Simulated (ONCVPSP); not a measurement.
**Configuration tests for Zn (ONCV)**

```
Element                 : Zn
Generator               : ONCVPSP 4.0.1
Type                    : optimised norm-conserving Vanderbilt (ONCV)
Functional              : PBE
Relativity              : scalar-relativistic
Frozen core             : [Ar]
Valence charge          : 12
Reference configuration : 3d10 4s2
Partial waves           : 4s: rc 2.10 bohr, ncon 4, nbas 9, qcut 3.8 1/bohr, 2 projectors, debl 3.5 Ha; p scattering state at 0.03 Ha: rc 1.65 bohr, ncon 4, nbas 7, qcut 4.5 1/bohr, 2 projectors, debl 1.6 Ha; 3d: rc 1.15 bohr, ncon 3, nbas 7, qcut 14 1/bohr, 2 projectors, debl 2.7 Ha
Local potential         : polynomial inside 1.00 bohr (lpopt 2, dvloc0 4 Ha)
Core correction         : polynomial model core, fcfact 0.3
```

Energies are relative to the spin-unpolarised reference configuration 3d10 4s2; without spin polarisation the order of configurations can differ from experiment.

```csv
valence configuration,charge,ΔE all-electron (eV),error AE − PS (meV)
3d10 4s1,+1,9.889,-8.2
3d10 4s0,+2,28.331,-49
3d9 4s0,+3,68.865,-98
```

Task: What are ΔE and the potential's error for 3d10 4s0 4p2?

Result: ΔE = 10.558 eV all-electron; the error (AE − PS) is -13 meV.

Levels in the configuration 3d10 4s1:

```tsv
level	all-electron (eV)	pseudo (eV)
3d	-19.761	-19.724
4s	-13.998	-14.016
```

Note: ghosts flagged at negative energy: p at -59.0 eV; GHOST(+) flagged for s at 132.5 eV. A true bound ghost makes a file unfit for plane-wave use.
